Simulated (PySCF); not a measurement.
A species of formula C2H9NSi has this rotational fingerprint, computed with PySCF, PBE0-D3(BJ)/def2-SVP geometry optimisation, gas phase:

| Quantity | Value |
| --- | --- |
| Rotational constants | A = 16000, B = 2881, C = 2607 MHz |
| Dipole components | \|μa\| = 0.27 D, \|μb\| = 1.05 D, \|μc\| = 0.42 D |
| Inertial defect | -13.11 u·Å² |
| κ | -0.96 |

**Question.** Which candidate fits, each taken in the one conformer that was computed?
A. `N([SiH3])(C)C`
B. `[CH3:1][NH:2][SiH2:3][CH3:4]` with C1–N2–Si3–C4 -62°
C. SiH2Me(NHMe), `CN[SiH2]C`
D. `[SiH3]NCC` (SiH3(NHEt))
E. `[CH3:1][CH2:2][NH:3][SiH3:4]` with C1–C2–N3–Si4 -148°

**Answer.** C. It is [H][Si]([H])(C)NC, a near-prolate asymmetric top. The candidates at the same level (rigid rotor, commonest isotopes):

| SMILES | A (MHz) | B (MHz) | C (MHz) | μa (D) | μb (D) | μc (D) | Δ (u·Å²) | point group | rotor |
| --- | --- | --- | --- | --- | --- | --- | --- | --- | --- |
| CCN[SiH3] | 21089 | 2422 | 2361 | 1.05 | 0.27 | 0.60 | -18.57 | C1 | near-prolate asymmetric top |
| CN[SiH2]C | 9836 | 3530 | 2905 | 0.80 | 0.35 | 0.16 | -20.57 | C1 | asymmetric top |
| CN(C)[SiH3] | 8414 | 4410 | 3123 | 0.94 | 0.00 | 0.12 | -12.83 | – | asymmetric top |
| [H][Si]([H])(C)NC | 16000 | 2881 | 2607 | 0.27 | 1.05 | 0.42 | -13.11 | – | near-prolate asymmetric top |
| [H][Si]([H])([H])NCC | 13824 | 2838 | 2652 | 1.09 | 0.26 | 0.57 | -24.05 | C1 | near-prolate asymmetric top |

`CN[SiH2]C` has A 39 % too low; `[H][Si]([H])([H])NCC` has A 14 % too low; `CCN[SiH3]` has A 32 % too high; `CN(C)[SiH3]` has B 53 % too high. No structure here is proved a minimum.
